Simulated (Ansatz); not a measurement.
Stepwise reaction of `[SH][Al]([SH])[Br]` with hydrogen, as a gas-phase model of exchange steps in deposition or etching. ΔE in kJ/mol; ΔG adds harmonic PBE0-D4 terms to CCSD(T)/CBS, at 1 bar.

Computed with Ansatz on PBE0-D4/def2-TZVP structures; ΔE is electronic, products minus reactants. CCSD(T)/CBS adds triple-zeta CCSD(T) − MP2 to the extrapolated MP2 energy (def2 sets, frozen cores). This one scheme is used for every species. Functionals use def2-TZVPP. B3LYP here is the variant with VWN-RPA as its local correlation; programs differ in this. For Br outer-core shells are correlated without core-valence functions, which leaves a few kJ/mol of doubt a bond. Scalar relativity is left out up to krypton. One conformer a species, not always the lowest.

```json
{"step": "1", "reaction": "`[SH][Al]([SH])[Br]` + H₂ → `[SH][AlH][Br]` + H₂S", "PBE-D4": "92.3", "B3LYP-D4": "88.5", "ωB97M-V": "86.9", "CCSD(T)/CBS": "91.8", "ΔG(500 K)": "78.4"}
{"step": "2", "reaction": "`[SH][AlH][Br]` + H₂ → `[AlH2][Br]` + H₂S", "PBE-D4": "103.4", "B3LYP-D4": "97.8", "ωB97M-V": "97.6", "CCSD(T)/CBS": "101.2", "ΔG(500 K)": "91.6"}
```

**Question.** By hand: ΔE of the 2 steps together at CCSD(T)/CBS.

**Answer.** (91.8) + (101.2) = 193.0 kJ/mol, or 96.5 kJ/mol a step.

In ΔE each step is higher than the one before. All are uphill at CCSD(T)/CBS. ΔG lies between 78.4 and 91.6 kJ/mol a step. PBE-D4 differs from CCSD(T)/CBS by 0.5 to 2.2 kJ/mol a step. Isolated molecules leave out the surface, adducts and barriers. Largest T1 diagnostic: 0.009.
